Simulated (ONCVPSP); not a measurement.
**osmium: one change to an ONCV potential, before and after**

Os, optimised norm-conserving Vanderbilt (ONCV), made with ONCVPSP 4.0.1 (PBEsol, scalar-relativistic). Core [Kr] 4d10 4f14, reference 5s2 5p6 5d6 6s1 (charge +1). Waves: 5s+6s: rc 1.85 bohr, ncon 4, nbas 8, qcut 7.4 1/bohr, 3 projectors, debl 0.7 Ha; 5p: rc 1.60 bohr, ncon 4, nbas 7, qcut 10.4 1/bohr, 1 projector; 5d: rc 1.60 bohr, ncon 4, nbas 9, qcut 9.3 1/bohr, local. Local part: the d channel. Core correction: Teter function, fcfact 2.25, rcfact 1.4.

Change: core correction Teter function, fcfact 5.9, rcfact 1.4.

Cutoffs: the cutoffs (Ha) at which the residual kinetic energy of the hardest occupied pseudo-wave falls to 1 and 0.1 mHa per electron; they do not see the model core or the augmentation charge, which bear on the density cutoff. Errors are all-electron minus pseudo energies relative to the spin-unpolarised reference configuration.

Task: Predict the effect on cutoff, ghosts and configuration errors.

Result: The potential gets neither clearly harder nor softer (31 Ha and 38 Ha → 31 Ha and 38 Ha); both files keep a bound ghost (p); of the 4 tests that both files solve, the error grows in 0 and shrinks in 1 by more than 15 % and 0.3 meV (median size 5.1 → 5.4 meV). A model core, the more so a compact one, raises the density cutoff, which this test does not measure.

```csv
quantity,base,changed
"cutoff, loose",31 Ha,31 Ha
"cutoff, tight",38 Ha,38 Ha
bound ghosts,p,p
GHOST(+) flags under 300 eV,none,none
"error for 5s2 5p6 5d6 6s2, meV [ΔE -9.62 eV]",+1.7,+1.3
"error for 5s2 5p6 5d6 6s0, meV [ΔE 16.94 eV]",-8.4,-9.3
"error for 5s2 5p6 5d5 6s0, meV [ΔE 45.82 eV]",-14,-14
"error for 5s2 5p6 5d6.5 6s1.5, meV [ΔE -9.56 eV]",+1.5,+1.5
s: phases at 1.88 bohr within 0.05 rad from the reference energy up to (Ha; the scan ends near 5),to the end of the scan,to the end of the scan
p: phases at 1.63 bohr within 0.05 rad from the reference energy up to (Ha; the scan ends near 5),0.2,0.2
d: phases at 1.63 bohr within 0.05 rad from the reference energy up to (Ha; the scan ends near 5),3.6,3.6
"rms error of d²Exc/dni dnj with the model core, mHa",1.80,1.56
```

 A true bound ghost makes a file unfit for plane-wave use even where its test errors are small: the radial tests pick states by their node count and pass the ghost by.
